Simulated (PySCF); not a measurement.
Be(I)(OH) (BeHIO), SMILES [OH][Be][I]. Geometry optimised at r2SCAN-D4/def2-TZVP. The def2 effective core potentials stand for the cores of I; spin–orbit coupling is left out. Other conformers were not sampled.

The numbers are results of r2SCAN-D4/def2-TZVP run with PySCF, not measurements.

Harmonic wavenumbers (cm⁻¹): 231, 252, 367, 450, 1351, 3984. Rotational constants (GHz): 1244, 2.252, 2.248; symmetry number 1.

Work out the zero-point energy and the ideal-gas rigid-rotor harmonic-oscillator thermochemistry at 298.15 K and 1 atm.

ZPE = ½ Σ hcν = ½ × 6635 cm⁻¹ = 39.69 kJ/mol. H − E(el) = 53.84 kJ/mol. Entropy in J/(mol K): translation 171.48, rotation 89.79, vibration 23.01, total 284.28. G − E(el) = -30.92 kJ/mol. Cp = 60.78 J/(mol K).
